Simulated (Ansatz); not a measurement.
`C#[C][Ge]([F])([Cl])[Cl]` and `[F][Ge]([SH])([Cl])[Cl]` differ in one atom or group.

Ansatz, PBE0-D4/def2-TZVP geometries, multiplicity 1. Each molecule was computed in one conformer, which needn't be the lowest.

Scalar relativity is left out up to krypton.

```tsv
property	`C#[C][Ge]([F])([Cl])[Cl]`
HOMO energy (B3LYP/def2-TZVPP) / eV	-8.94
LUMO energy (PBE/def2-TZVPP) / eV	-2.17
HOMO energy (PBE0/def2-TZVPP) / eV	-9.22
zero-point energy (PBE0-D4/def2-TZVP) / kJ/mol	64.1
LUMO energy (PBE0/def2-TZVPP) / eV	-1.21
LUMO energy (B3LYP/def2-TZVPP) / eV	-1.46
```

Give the same properties after the change, and the shifts. (An estimate is asked.)

Computed: 
| property | `[F][Ge]([SH])([Cl])[Cl]` | shift |
| --- | --- | --- |
| HOMO energy (B3LYP/def2-TZVPP) / eV | -8.26 | 0.68 |
| LUMO energy (PBE/def2-TZVPP) / eV | -2.75 | -0.58 |
| HOMO energy (PBE0/def2-TZVPP) / eV | -8.54 | 0.68 |
| zero-point energy (PBE0-D4/def2-TZVP) / kJ/mol | 38.9 | -25.2 |
| LUMO energy (PBE0/def2-TZVPP) / eV | -1.76 | -0.55 |
| LUMO energy (B3LYP/def2-TZVPP) / eV | -2.07 | -0.61 |

With PBE0 the HOMO rises by 0.68 eV and the LUMO falls by 0.55 eV, so the gap narrows by about 1.23 eV. PBE moves the HOMO by 0.70 eV and ωB97M-V by 0.73 eV. The zero-point energy changes by -25.2 kJ/mol with -3 modes.

Positive LUMOs are unbound, so they and the gaps depend on the basis.

B3LYP here is the variant with VWN-RPA as its local correlation; programs differ in this.
